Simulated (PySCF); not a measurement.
FMg (SMILES [F][Mg]), doublet, geometry from GFN2-xTB (such geometries of metal compounds can be far from the true shape) (the spin is typed, not shown lowest); M062X/6-31G* run with PySCF.

The PySCF input:
```python
from pyscf import gto, scf, dft

mol = gto.M(
    atom='''
Mg   -0.000000   -0.000000   -0.741648
F     0.000000    0.000000    0.988863
''',
    basis='6-31g*',
    charge=0,
    spin=1,
    verbose=4,
)

mf = dft.UKS(mol)
mf.xc = 'm062x'
mf.conv_tol = 1e-12
mf.kernel()
mf.analyze()
```

It wrote (shortened):

```
PySCF version 2.14.0

[INPUT] verbose = 4
[INPUT] num. atoms = 2
[INPUT] num. electrons = 21
[INPUT] charge = 0
[INPUT] spin (= nelec alpha-beta = 2S) = 1
[INPUT] symmetry False subgroup None
[INPUT] Mole.unit = angstrom
[INPUT] Symbol           X                Y                Z      unit          X                Y                Z       unit  Magmom
[...]
nuclear repulsion = 33.0255853787465
number of shells = 14
number of NR pGTOs = 78
number of NR cGTOs = 32
basis = 6-31g*
ecp = {}

******** <class 'pyscf.dft.uks.UKS'> ********
method = UKS
initial guess = minao
damping factor = 0
level_shift factor = 0
DIIS = <class 'pyscf.scf.diis.CDIIS'>
diis_start_cycle = 1
diis_space = 8
diis_damp = 0
SCF conv_tol = 1e-12
SCF conv_tol_grad = None
SCF max_cycles = 50
direct_scf = True
direct_scf_tol = 1e-13
number electrons alpha = 11  beta = 10
XC library pyscf.dft.libxc version 7.1.2
    S. Lehtola, C. Steigemann, M. J. T. Oliveira, and M. A. L. Marques,  SoftwareX 7, 1–5 (2018)
XC functionals = m062x
    Y. Zhao and D. G. Truhlar,  Theor. Chem. Acc. 120, 215 (2008)
    Y. Zhao and D. G. Truhlar,  Theor. Chem. Acc. 120, 215 (2008)
radial grids:
    Treutler-Ahlrichs [JCP 102, 346 (1995); DOI:10.1063/1.469408] (M4) radial grids

becke partition: Becke, JCP 88, 2547 (1988); DOI:10.1063/1.454033
pruning grids: <function nwchem_prune>
grids dens level: 3
symmetrized grids: False
atomic radii adjust function: <function treutler_atomic_radii_adjust>
small_rho_cutoff = 0
Set gradient conv threshold to 1e-06
tot grids = 32848
init E= -299.788830454457

cycle= 1 E= -299.77649734396  delta_E= 0.0123  |g|= 0.478  |ddm|= 0.795
cycle= 2 E= -299.493948735155  delta_E= 0.283  |g|= 0.985  |ddm|= 0.955
cycle= 3 E= -299.874525647955  delta_E= -0.381  |g|= 0.0299  |ddm|= 0.623
cycle= 4 E= -299.875951701294  delta_E= -0.00143  |g|= 0.00593  |ddm|= 0.0855
cycle= 5 E= -299.876002852581  delta_E= -5.12e-05  |g|= 0.0021  |ddm|= 0.0195
cycle= 6 E= -299.876010746733  delta_E= -7.89e-06  |g|= 0.000879  |ddm|= 0.00644
cycle= 7 E= -299.876011780111  delta_E= -1.03e-06  |g|= 0.000307  |ddm|= 0.00232
cycle= 8 E= -299.876011935287  delta_E= -1.55e-07  |g|= 5.86e-05  |ddm|= 0.000794
cycle= 9 E= -299.876011941177  delta_E= -5.89e-09  |g|= 2.45e-05  |ddm|= 0.000161
cycle= 10 E= -299.876011941903  delta_E= -7.26e-10  |g|= 7.42e-06  |ddm|= 5.97e-05
cycle= 11 E= -299.876011941979  delta_E= -7.54e-11  |g|= 1.66e-06  |ddm|= 1.58e-05
[...]
Extra cycle  E= -299.876011941982  delta_E= -1.14e-13  |g|= 6.42e-08  |ddm|= 2.12e-07
converged SCF energy = -299.876011941982  <S^2> = 0.75081798  2S+1 = 2.0008178
**** SCF Summaries ****
Total Energy =                        -299.876011941982028
Nuclear Repulsion Energy =              33.025585378746513
One-electron Energy =                 -485.860956743553061
Two-electron Energy =                  152.959359422824548
Two-electron Coulomb Energy =          179.943622390394665
DFT Exchange-Correlation Energy =      -26.984262967570118
**** MO energy ****
                             alpha | beta                alpha | beta
[...]
To work with the spin densities directly, `use mulliken_meta_spin()` only printing them here.

 ** Mulliken spin pop alpha/beta on meta-lowdin orthogonal AOs **
 ** Mulliken Spin Density (per AO)  **
spin_pop of  0 Mg 1s        0.00000
spin_pop of  0 Mg 2s        0.00004
spin_pop of  0 Mg 3s        0.80544
spin_pop of  0 Mg 4s        0.00049
spin_pop of  0 Mg 2px      -0.00000
spin_pop of  0 Mg 2py      -0.00000
spin_pop of  0 Mg 2pz       0.00010
spin_pop of  0 Mg 3px      -0.00370
spin_pop of  0 Mg 3py      -0.00370
spin_pop of  0 Mg 3pz       0.09155
spin_pop of  0 Mg 4px       0.00037
spin_pop of  0 Mg 4py       0.00037
spin_pop of  0 Mg 4pz       0.00074
spin_pop of  0 Mg 3dxy      0.00000
spin_pop of  0 Mg 3dyz     -0.00007
spin_pop of  0 Mg 3dz^2     0.00093
spin_pop of  0 Mg 3dxz     -0.00007
spin_pop of  0 Mg 3dx2-y2   -0.00000
spin_pop of  1 F 1s       -0.00000
spin_pop of  1 F 2s        0.01757
spin_pop of  1 F 3s        0.01210
spin_pop of  1 F 2px       0.00364
spin_pop of  1 F 2py       0.00364
spin_pop of  1 F 2pz       0.06826
spin_pop of  1 F 3px      -0.00023
spin_pop of  1 F 3py      -0.00023
spin_pop of  1 F 3pz       0.00265
spin_pop of  1 F 3dxy      0.00000
spin_pop of  1 F 3dyz     -0.00002
spin_pop of  1 F 3dz^2     0.00013
spin_pop of  1 F 3dxz     -0.00002
spin_pop of  1 F 3dx2-y2    0.00000
 ** Mulliken Spin Density (per atom)  **
spin density of  0 Mg =      0.89249
spin density of  1 F =      0.10751
 ** Mulliken pop alpha/beta on meta-lowdin orthogonal AOs **
 ** Mulliken pop       alpha | beta **
[...]
In total            11.00000 | 10.00000
 ** Mulliken atomic charges   ( Nelec_alpha | Nelec_beta ) **
charge of  0Mg =      0.79687  (     6.04781      5.15532 )
charge of  1F =     -0.79687  (     4.95219      4.84468 )
Dipole moment(X, Y, Z, Debye): -0.00000, -0.00000, -2.95505
```
